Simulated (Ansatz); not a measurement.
Consider the ligand exchange at the Si–C bond: `C=C([SiH3])[O][AlH][F]` + `C=CN[SiH2]Cl` → `C=CN([SiH3])[SiH2]Cl` + `C=C[O][AlH][F]`.

Computed with Ansatz on PBE0-D4/def2-TZVP structures; ΔE is electronic, products minus reactants. CCSD(T)/CBS is the MP2 limit (def2-TZVPP, def2-QZVPP) plus CCSD(T) − MP2 in def2-TZVPP, frozen cores. Functionals use def2-TZVPP. B3LYP here is the variant with VWN-RPA as its local correlation; programs differ in this. One conformer a species, not always the lowest.

```csv
level,ΔE (kJ/mol),difference from CCSD(T)/CBS
PBE-D4,-33.0,13.3
ωB97M-V,-44.3,2.0
B2PLYP,-40.7,5.6
PBE,-28.6,17.7
r2SCAN,-37.8,8.5
B3LYP,-33.3,13.0
HF/def2-TZVPP,-43.3,3.0
CCSD/def2-TZVPP,-46.9,-0.6
MP2/def2-QZVPP,-50.9,-4.6
SCS-MP2/def2-QZVPP,-49.3,-3.0
CCSD(T)/CBS,-46.3,0
```

Largest T1 diagnostic among the species: 0.013.

The D4 term adds −7.3 kJ/mol with B3LYP and −3.8 kJ/mol with PBE0; it sums over pairs of atoms, weighted by their polarisabilities, and B3LYP, whose exchange is more repulsive, gets the larger term. In def2-TZVPP, CCSD(T) changes the Hartree–Fock value by −3.7 kJ/mol (the triples alone add −0.1 kJ/mol) and MP2 by −7.8 kJ/mol. From PBE to PBE0 (25 % exact exchange), in def2-TZVPP and without D4, ΔE moves by −6.1 kJ/mol.
